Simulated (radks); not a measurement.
Problem. All-electron atom: I43+ in [Ne] (the NIST ground configuration). Calculated with a radial shooting solver on a logarithmic mesh with Libxc functionals: non-relativistic Kohn-Sham, LDA (Slater exchange, Perdew-Wang correlation), spin-unpolarised, spherical densities, point nucleus; relativity is left out, which matters for an element this heavy. Some entries of the table are withheld. Estimate them.

orbital,occ.,eigenvalue (hartree),r(max) (bohr),<1/r> (bohr^-1)
1s,2,-1267.200,0.01901,52.46
2s,2,-273.4980,(1),12.29
2p,6,-264.6206,0.08103,(2)

Solution. 
(1) 2s r(max) (bohr): 0.1039
(2) 2p <1/r> (bohr^-1): 12.27
